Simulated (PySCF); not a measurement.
CH₃F₂O₂Ta, SMILES C[O][Ta](=[O])([F])[F], multiplicity 1. Heavy atoms are numbered as in [Ta:1](=[O:2])([F:3])([F:4])[O:5][CH3:6]. Hydrogens are named by the atom that carries them.

The structure is a stationary point at B3LYP-D3(BJ)/def2-SVP. The multiplicity is an assumed one; no other spin state was optimised. The structure was generated by enumeration; whether it is a known compound was not checked. The def2 effective core potentials stand for the cores of Ta; spin–orbit coupling is left out. Other conformers were not sampled.

These are CAM-B3LYP/def2-TZVP (PySCF) values and carry that method's errors.

ESP charges are fitted to the potential on shells at 1.4 to 2.0 van der Waals radii. Atomic charges (e), one atom of each kind:

| atom | ESP fit | Löwdin | Mulliken |
|---|---|---|---|
| Ta1 | 1.65 | 0.92 | 1.64 |
| O2 | -0.61 | -0.33 | -0.54 |
| F3 | -0.40 | -0.25 | -0.42 |
| O5 | -0.44 | -0.09 | -0.50 |
| C6 (CH3) | -0.21 | -0.35 | -0.17 |
| H on C6 | 0.14 | 0.12 | 0.14 |
